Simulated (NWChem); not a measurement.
Species: KI; SMILES [I][K]

```xyz
2

K      0.0000     0.0000    -2.2813
I      0.0000     0.0000     0.7894
```
Atoms are numbered in this order, from 1.

Geometry: optimised at PBE0/def2-SVP. def2 effective core potentials on I; no spin-orbit coupling.

Question: List the 6 lowest vertical singlet excitations from BHandHLYP/def2-SVPD with def2 effective core potentials on I, TDA (NWChem).

Answer: 
```csv
state,energy (eV),oscillator strength,leading excitation (squared amplitude)
S1,3.42,0.016,HOMO−1 → LUMO (0.96)
S2,3.42,0.016,HOMO → LUMO (0.96)
S3,3.87,0.121,HOMO−2 → LUMO (0.96)
S4,4.85,0.000,HOMO−1 → LUMO+1 (0.48)
S5,4.85,0.000,HOMO−1 → LUMO+2 (0.48)
S6,4.88,0.000,HOMO−1 → LUMO+2 (0.48)
```
